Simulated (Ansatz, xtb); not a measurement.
## Isomers of C3H6O4S in order of energy

5 gas-phase structures of C3H6O4S, from a drawn sample of its isomers (lower ones may exist). Each was relaxed with GFN2-xTB; where two conformers were screened, the lower at r2SCAN-D4/def2-SVP is listed:

A. `C[C@@H]1COS(=O)(=O)O1`, a singlet
B. `O=S1(=O)COCCO1`, a singlet
C. `CCS(=O)(=O)OC=O`, a singlet
D. `CO[C@@H]1CO[S@@](=O)O1`, a singlet
E. `O=S(=O)(O)OC1CC1`, a singlet

Q: Which do you expect lowest at r2SCAN-D4/def2-SVP, and how would the others follow?

A: Calculated order at r2SCAN-D4/def2-SVP: C (0.000), D (0.479), A (0.634), B (0.838), E (1.324) eV.

Energies above the lowest of each column, in eV; the last columns are at B3LYP-D3(BJ)/def2-SVP geometries and were run for some of them only (a dash: not run or not comparable):

```
structure  GFN2-xTB  HF/STO-3G  r2SCAN-D4/def2-SVP  B3LYP-D3(BJ)/def2-SVP  CCSD(T)/def2-SVP + ΔMP2/def2-TZVPP
        C     1.153      6.426               0.000                  0.000                               0.000
        D     0.382      0.000               0.479                  0.253                               0.662
        A     0.000      6.076               0.634                  0.673                               0.223
        B     1.236      5.905               0.838                  0.879                                   –
        E     1.011      8.158               1.324                      –                                   –
```

CCSD(T)/def2-SVP + ΔMP2/def2-TZVPP puts C lowest of those it was run on; GFN2-xTB picks A, HF/STO-3G picks D. CCSD(T)/def2-SVP + ΔMP2/def2-TZVPP orders those it was run on as C (0.000), A (0.223), D (0.662) eV. Flexible structures stand in one conformer each, not always the lowest. Frequencies (GFN2-xTB) were run for A, C, D alone. The ΔMP2 step shifts differences by up to 0.798 eV, which makes them less sure. ΔMP2 is the change of the MP2 energy from the smaller to the larger basis.

Over these structures GFN2-xTB departs from r2SCAN-D4/def2-SVP by 0.539 eV on average once a common shift is removed. A GFN2-xTB relaxation took about 0.16 s and the r2SCAN-D4/def2-SVP energy about 2.2 s on a shared host (Ansatz 0.2.0, xtb 6.7.1).
